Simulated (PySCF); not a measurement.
`C#C[C@H](C)/C=C\C=C`, C₈H₁₀

Geometry:
```tsv
atom	x (Å)	y (Å)	z (Å)
C1	3.034	0.839	1.012
C2	2.097	0.244	0.566
C3	0.962	-0.464	-0.006
C4	1.456	-1.614	-0.896
C5	0.152	0.509	-0.817
C6	-1.130	0.834	-0.643
C7	-2.029	0.326	0.369
C8	-3.304	0.694	0.450
H9	3.854	1.352	1.418
H10	0.368	-0.879	0.814
H11	2.060	-2.307	-0.315
H12	0.606	-2.150	-1.313
H13	2.062	-1.228	-1.713
H14	0.707	0.973	-1.622
H15	-1.573	1.551	-1.324
H16	-1.635	-0.382	1.083
H17	-3.964	0.308	1.207
H18	-3.733	1.399	-0.244
```

Method: GIAO wB97X-D/pcSseg-1 magnetisability, rotational g tensor and spin-rotation constants, non-relativistic, gas phase (PySCF 2.14.0). Geometry: GFN2-xTB.

(1) Give the nuclear spin-rotation constants along the inertial axes (H = +C I·J) beside the isotropic shieldings.

(2) How do the rotational constants and the g tensor change when H9, H10, H11, H12, H13, H14, H15, H16, H17, H18 are replaced by deuterium?

Answers

(1) Rotational constants 3.9431, 1.0153, 0.9113 GHz. A star marks the isotopologue with that one atom substituted, in its own axes.
| atom | isotope | Caa (kHz) | Cbb (kHz) | Ccc (kHz) | mean (kHz) | σ (ppm) |
| --- | --- | --- | --- | --- | --- | --- |
| H9 | 1H | -0.189 | -0.053 | -0.105 | -0.116 | 30.2 |
| H10 | 1H | -0.280 | -0.113 | 0.016 | -0.126 | 28.4 |
| H11 | 1H | -0.200 | -0.109 | -0.033 | -0.114 | 30.3 |
| H12 | 1H | -0.173 | -0.043 | -0.107 | -0.108 | 30.8 |
| H13 | 1H | -0.311 | -0.110 | -0.011 | -0.144 | 30.5 |
| H14 | 1H | -0.288 | -0.120 | 0.062 | -0.115 | 26.2 |
| H15 | 1H | -0.218 | -0.117 | 0.053 | -0.094 | 25.7 |
| H16 | 1H | -0.243 | -0.115 | 0.067 | -0.097 | 25.0 |
| H17 | 1H | -0.197 | -0.115 | 0.035 | -0.093 | 26.3 |
| H18 | 1H | -0.201 | -0.120 | 0.041 | -0.093 | 26.3 |
| C1 | 13C* | 0.728 | 0.195 | 0.283 | 0.402 | 110.2 |
| C2 | 13C* | 0.710 | 0.193 | 0.356 | 0.420 | 95.5 |
| C3 | 13C* | 0.638 | 0.144 | 0.142 | 0.308 | 160.9 |
| C4 | 13C* | 0.601 | 0.135 | 0.153 | 0.297 | 161.8 |
| C5 | 13C* | 1.309 | 0.175 | 0.452 | 0.645 | 43.7 |
| C6 | 13C* | 1.293 | 0.166 | 0.431 | 0.630 | 51.2 |
| C7 | 13C* | 1.340 | 0.130 | 0.466 | 0.645 | 47.3 |
| C8 | 13C* | 1.209 | 0.142 | 0.424 | 0.592 | 60.3 |

For the geometry as given, no vibrational averaging.

(2) Constants 3.1443, 0.8815, 0.7948 GHz; g -0.0201, 0.0023, -0.0080, against -0.0250, 0.0026, -0.0092 before.
